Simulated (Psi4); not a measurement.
CH₂Cl (SMILES [CH2-]Cl), charge -1, singlet, at a GFN2-xTB geometry (a gas-phase anion, which may not be bound at this level); BHHLYP/6-311G** run with Psi4.

The Psi4 input:
```
memory 2 GB

molecule {
-1 1
C     0.00376299    0.16217920   -1.24958859
Cl   -0.00156201    0.00018286    0.61906895
H     0.88406358   -0.49140260   -1.51109367
H    -0.88008742   -0.48478128   -1.51554685
}

set {
  basis 6-311g**
}

energy('bhhlyp')
print_variables()
```

The log (banner, timings and long lists left out):

```
   => Loading Basis Set <=

    Name: 6-311G**
    Role: ORBITAL
    Keyword: BASIS

         ---------------------------------------------------------
                                   SCF
               by Justin Turney, Rob Parrish, Andy Simmonett
                          and Daniel G. A. Smith
                              RKS Reference
         ---------------------------------------------------------

  ==> Geometry <==

    Molecular point group: c1
    Full point group: C1

    Geometry (in Angstrom), charge = -1, multiplicity = 1:

       Center              X                  Y                   Z               Mass
    ------------   -----------------  -----------------  -----------------  -----------------
         C            0.003874424100     0.142403103484    -1.323137233978    12.000000000000
         CL          -0.001450575900    -0.019593236516     0.545520306022    34.968852682000
         H            0.884175014100    -0.511178696516    -1.584642313978     1.007825032230
         H           -0.879975985900    -0.504557376516    -1.589095493978     1.007825032230

  Running in c1 symmetry.

  Rotational constants: A =      7.27739  B =      0.45234  C =      0.44260 [cm^-1]
  Rotational constants: A = 218170.71297  B =  13560.88253  C =  13268.85216 [MHz]
  Nuclear repulsion =   42.338473675662627

  Charge       = -1
  Multiplicity = 1
  Electrons    = 26
  Nalpha       = 13
  Nbeta        = 13

  ==> Algorithm <==

  SCF Algorithm Type is DF.
  DIIS enabled.
  MOM disabled.
  Fractional occupation disabled.
  Guess Type is SAD.
  Energy threshold   = 1.00e-06
  Density threshold  = 1.00e-06
  Integral threshold = 1.00e-12

  ==> Primary Basis <==

  Basis Set: 6-311G**
    Blend: 6-311G**
    Number of shells: 28
    Number of basis functions: 56
    Number of Cartesian functions: 58
    Spherical Harmonics?: true
    Max angular momentum: 2

  ==> DFT Potential <==

   => LibXC <=

    Version 7.1.2
    S. Lehtola, C. Steigemann, M. J. T. Oliveira, and M. A. L. Marques,  SoftwareX 7, 1–5 (2018) (10.1016/j.softx.2017.11.002)

   => Composite Functional: BHANDHLYP <=

    BHandHLYP Hyb-GGA Exchange-Correlation Functional

    A. D. Becke,  J. Chem. Phys. 98, 1372 (1993) (10.1063/1.464304)
    Defined through Gaussian implementation.

    Deriv               =              1
    GGA                 =           TRUE
    Meta                =          FALSE

    Exchange Hybrid     =           TRUE
    MP2 Hybrid          =          FALSE

   => Exchange Functionals <=

    0.5000         Becke 88

   => Exact (HF) Exchange <=

    0.5000               HF

   => Correlation Functionals <=

    1.0000   Lee, Yang & Parr

   => LibXC Density Thresholds  <==

    XC_HYB_GGA_XC_BHANDHLYP:  1.00E-15

   => Molecular Quadrature <=

    Radial Scheme          =       TREUTLER
    Pruning Scheme         =           NONE
    Nuclear Scheme         =       TREUTLER

    Blocking Scheme        =         OCTREE
    BS radius alpha        =              1
    Pruning alpha          =              1
    Radial Points          =             75
    Spherical Points       =            302
    Total Points           =          86395
    Total Blocks           =            692
    Max Points             =            256
    Max Functions          =             56
    Weights Tolerance      =       1.00E-15

   => Loading Basis Set <=

    Name: (6-311G** AUX)
    Role: JKFIT
    Keyword: DF_BASIS_SCF

  ==> Integral Setup <==

  SCF_SUBTYPE=INCORE selected. In-core MEM_DF algorithm will be used.
  Using in-core AOs.

  ==> MemDFJK: Density-Fitted J/K Matrices <==

    J tasked:                   Yes
    K tasked:                   Yes
    wK tasked:                   No
    Algorithm:                 Core
    Schwarz Cutoff:           1E-12
    Mask sparsity (%):       0.0000
    Fitting Condition:        1E-10

   => Auxiliary Basis Set <=

  Basis Set: (6-311G** AUX)
    Blend: CC-PVTZ-JKFIT
    Number of shells: 82
    Number of basis functions: 260
    Number of Cartesian functions: 311
    Spherical Harmonics?: true
    Max angular momentum: 4

  Minimum eigenvalue in the overlap matrix is 1.2527820436E-02.
  Reciprocal condition number of the overlap matrix is 2.5414447098E-03.
    Using symmetric orthogonalization.

  ==> Pre-Iterations <==

  SCF Guess: Superposition of Atomic Densities via on-the-fly atomic UHF (no occupation information).

   -------------------------
    Irrep   Nso     Nmo
   -------------------------
     A         56      56
   -------------------------
    Total      56      56
   -------------------------

  ==> Iterations <==

                           Total Energy        Delta E     RMS |[F,P]|

   @DF-RKS iter SAD:  -498.90812812495432   -4.98908e+02   0.00000e+00
   @DF-RKS iter   1:  -499.27451571795655   -3.66388e-01   9.71022e-03 ADIIS/DIIS
   @DF-RKS iter   2:  -499.30673311512356   -3.22174e-02   8.59848e-03 ADIIS/DIIS
   @DF-RKS iter   3:  -499.44118320594998   -1.34450e-01   7.82209e-04 ADIIS/DIIS
   @DF-RKS iter   4:  -499.44207750485918   -8.94299e-04   2.24776e-04 ADIIS/DIIS
   @DF-RKS iter   5:  -499.44216158210816   -8.40772e-05   6.13820e-05 DIIS
   @DF-RKS iter   6:  -499.44217038632507   -8.80422e-06   1.64706e-05 DIIS
   @DF-RKS iter   7:  -499.44217143564458   -1.04932e-06   3.64108e-06 DIIS
   @DF-RKS iter   8:  -499.44217154407369   -1.08429e-07   8.48389e-07 DIIS
  Energy and wave function converged.

  ==> Post-Iterations <==

   Electrons on quadrature grid:
      Ntotal   =   25.9999960391 ; deviation = -3.961e-06

    Orbital Energies [Eh]
    ---------------------

    Doubly Occupied:

[...]
      13A      0.004303

    Virtual:

[...]
      56A    216.989445

    Final Occupation by Irrep:
              A
    DOCC [    13 ]
    NA   [    13 ]
    NB   [    13 ]

  @DF-RKS Final Energy:  -499.44217154407369

   => Energetics <=

    Nuclear Repulsion Energy =             42.3384736756626268
    One-Electron Energy =                -778.4015039942386238
    Two-Electron Energy =                 254.3924662550041660
    DFT Exchange-Correlation Energy =     -17.7716074805017925
    Empirical Dispersion Energy =           0.0000000000000000
    VV10 Nonlocal Energy =                  0.0000000000000000
    Total Energy =                       -499.4421715440736875

Computation Completed

Properties will be evaluated at   0.000000,   0.000000,   0.000000 [a0]

Properties computed using the SCF density matrix

 Multipole Moments:

 ------------------------------------------------------------------------------------
     Multipole            Electronic (a.u.)      Nuclear  (a.u.)        Total (a.u.)
 ------------------------------------------------------------------------------------

 L = 1.  Multiply by 2.5417464519 to convert [e a0] to [Debye]
 Dipole X            :         -0.0100160            0.0052644           -0.0047516
 Dipole Y            :          0.2984414           -0.9342853           -0.6358438
 Dipole Z            :          4.4116291           -3.4746697            0.9369595
 Magnitude           :                                                    1.1323484

 ------------------------------------------------------------------------------------

  Variable Map:
  ----------------------------------------------------------------------------
[...]
  Array Variable Map:
  ----------------------------------------------------------------------------
[...]
[...]
```
